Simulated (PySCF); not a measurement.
C₃H₇BO₂. Atoms are numbered in the order given.

```xyz
13

O      2.2405     0.9623     0.1623
B      1.0140     0.4277    -0.0053
C     -0.4332     1.0596     0.0947
C     -0.9028    -0.4133     0.3256
O     -2.0339    -0.8619    -0.3818
C      0.4209    -1.0340    -0.1917
H      2.9501     0.3085     0.1036
H     -0.7024     1.8230     0.8400
H     -0.7771     1.3894    -0.9025
H     -1.0081    -0.6061     1.4129
H     -2.7918    -0.3354    -0.0942
H      0.2906    -1.2644    -1.2647
H      0.8067    -1.9312     0.3157
```
Charge 0, spin multiplicity 1.

Coordinates come from a B3LYP-D3(BJ)/def2-SVP optimisation. The structure was generated by enumeration, and PubChem lists no compound with its InChIKey, so it may never have been made. The values are those of a single conformer.

The numbers are results of PBE/pcSseg-1 (PySCF), not measurements.

GIAO shieldings, no solvent; atoms listed in one row are averaged. δ = σ(ref) − σ: ¹⁷O against H2O (σ = 334.3 ppm); ¹¹B against BF3 (σ = 83.9 ppm); ¹³C against TMS (σ = 182.0 ppm); ¹H against TMS (σ = 31.49 ppm), references at their B3LYP-D3(BJ)/def2-TZVP geometries, non-relativistic.

Task: Estimate the chemical shifts. (Estimate from the structure and the level; the computed values follow.)

Result: 
| nucleus | atoms | count | δ (ppm) |
|---|---|---|---|
| ¹⁷O | O1 | 1 | 195.7 |
| ¹⁷O | O5 | 1 | 93.8 |
| ¹¹B | B2 | 1 | 41.6 |
| ¹³C | C4 | 1 | 68.6 |
| ¹³C | C3 | 1 | 38.4 |
| ¹³C | C6 | 1 | 35.6 |
| ¹H | H7 | 1 | 6.11 |
| ¹H | H10 | 1 | 4.64 |
| ¹H | H8 | 1 | 2.05 |
| ¹H | H13 | 1 | 1.93 |
| ¹H | H12 | 1 | 1.70 |
| ¹H | H9 | 1 | 1.53 |
| ¹H | H11 | 1 | 0.89 |
